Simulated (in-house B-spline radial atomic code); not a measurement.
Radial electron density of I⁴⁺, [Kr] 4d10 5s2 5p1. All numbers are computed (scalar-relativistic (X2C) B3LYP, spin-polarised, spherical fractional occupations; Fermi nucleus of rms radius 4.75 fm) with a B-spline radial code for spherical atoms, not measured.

Caution: exact exchange at fractional occupations of open shells leaves self-interaction of up to several eV.

One-electron X2C: radii and densities carry no picture-change correction, so inner-shell <1/r> comes out high (for 1s by about 2 % at Z = 33, 5 % at 54, 10 % at 75, 30 % at 118) and <r> low.

Columns: r (bohr), 4πr²n(r) (electrons per bohr), bar.

```
0.000873    2.322 #
 0.00108    3.244 ##
 0.00133     4.48 ##
 0.00164    6.165 ###
 0.00202    8.414 ####
 0.00249     11.4 ######
 0.00307    15.29 ########
 0.00378     20.2 ##########
 0.00467    26.38 #############
 0.00575    33.62 #################
  0.0071    41.92 #####################
 0.00875    50.59 #########################
  0.0108    58.89 #############################
  0.0133    65.47 ################################
  0.0164    69.16 ##################################
  0.0202    69.12 ##################################
   0.025    65.66 #################################
  0.0308    61.22 ##############################
  0.0379    59.48 #############################
  0.0468    63.87 ################################
  0.0577    74.34 #####################################
  0.0712    85.49 ##########################################
  0.0878    88.81 ############################################
   0.108     80.7 ########################################
   0.133    67.88 ##################################
   0.165     63.1 ###############################
   0.203    69.95 ###################################
    0.25    74.55 #####################################
   0.309    62.28 ###############################
   0.381    39.35 ###################
   0.469     25.2 ############
   0.579    25.63 #############
   0.714    28.19 ##############
    0.88    23.08 ###########
    1.09    13.75 #######
    1.34    7.171 ####
    1.65    3.917 ##
    2.04    2.165 #
    2.51   0.9768 
    3.09   0.2961 
    3.82  0.05171 
    4.71 0.004854 
     5.8 0.0002204 
    7.16 3.759e-06
```

On this grid the curve has 4 maxima, near 0.0164, 0.0878, 0.25, 0.714 bohr.

The 5p up radial function P(r) = rR(r), positive near the nucleus:

```tsv
r (bohr)	P
0.00133	0.00094
0.00202	0.001879
0.00307	0.003798
0.00467	0.007704
0.0071	0.01547
0.0108	0.0304
0.0164	0.05702
0.025	0.09969
0.0379	0.1522
0.0577	0.1845
0.0878	0.129
0.133	-0.05906
0.203	-0.2583
0.309	-0.146
0.469	0.2788
0.714	0.3652
1.09	-0.242
1.65	-0.7911
2.51	-0.6338
3.82	-0.1809
5.8	-0.01366
```
